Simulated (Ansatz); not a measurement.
Relaxation of FH4O2SiY (9 atoms, charge 0, multiplicity 1), to a largest force component of 0.02 eV/Å in at most 50 steps.

All numbers below come from Ansatz 0.2.0, RKS CAM-B3LYP-D4/def2-SVP.

```xyz
9
Properties=species:S:1:pos:R:3:forces:R:3
O -1.715 1.917 1.283 -1.75 0.91 0.65
Y 0.099 1.306 0.884 1.34 1.18 -0.15
F 0.612 0.931 2.717 0.70 -0.19 1.37
O 0.227 -0.297 -0.237 -0.02 -0.82 -0.70
Si 0.562 -1.299 -1.462 0.01 -0.14 0.08
H -1.784 2.144 2.225 -0.48 -0.04 -0.25
H 1.956 -1.034 -1.876 0.30 -0.16 -0.32
H -0.358 -1.003 -2.571 -0.14 -0.13 -0.48
H 0.402 -2.666 -0.962 0.04 -0.61 -0.20
```

Q: Where does it end, and by what steps?

A: The forces met the threshold. The force dipped under the threshold on the way, but the program's further checks kept it going. After 11 steps the energy has fallen by 0.839 eV; H6 moved furthest, 0.99 Å. Parted: Y2–H6.

```json
{"step": "0", "energy less start (eV)": "0.0000", "largest force component (eV/Å)": "1.748", "accepted": "yes"}
{"step": "1", "energy less start (eV)": "-0.4138", "largest force component (eV/Å)": "1.144", "accepted": "yes"}
{"step": "2", "energy less start (eV)": "-0.5391", "largest force component (eV/Å)": "1.538", "accepted": "yes"}
{"step": "3", "energy less start (eV)": "-0.6154", "largest force component (eV/Å)": "1.808", "accepted": "yes"}
{"step": "4", "energy less start (eV)": "-0.6669", "largest force component (eV/Å)": "2.794", "accepted": "yes"}
{"step": "5", "energy less start (eV)": "-0.7990", "largest force component (eV/Å)": "0.497", "accepted": "yes"}
{"step": "6", "energy less start (eV)": "-0.8004", "largest force component (eV/Å)": "0.660", "accepted": "yes"}
{"step": "7", "energy less start (eV)": "-0.8376", "largest force component (eV/Å)": "0.060", "accepted": "yes"}
{"step": "8", "energy less start (eV)": "-0.8385", "largest force component (eV/Å)": "0.010", "accepted": "yes"}
{"step": "9", "energy less start (eV)": "-0.8387", "largest force component (eV/Å)": "0.068", "accepted": "yes"}
{"step": "10", "energy less start (eV)": "-0.8388", "largest force component (eV/Å)": "0.041", "accepted": "yes"}
{"step": "11", "energy less start (eV)": "-0.8389", "largest force component (eV/Å)": "0.001", "accepted": "yes"}
```

```xyz
9
Properties=species:S:1:pos:R:3
O -1.722 1.955 1.587
Y 0.005 0.928 1.417
F 1.423 1.082 2.827
O 0.337 -0.302 -0.208
Si 0.568 -1.285 -1.507
H -2.542 2.443 1.670
H 1.969 -1.186 -2.013
H -0.349 -0.924 -2.628
H 0.310 -2.711 -1.145
```

Whether the end is a true minimum wasn't checked by a vibrational analysis.

Run time: 49 s on 2 threads of Arm Neoverse V1 (shared host), peak memory 0.3 GiB.
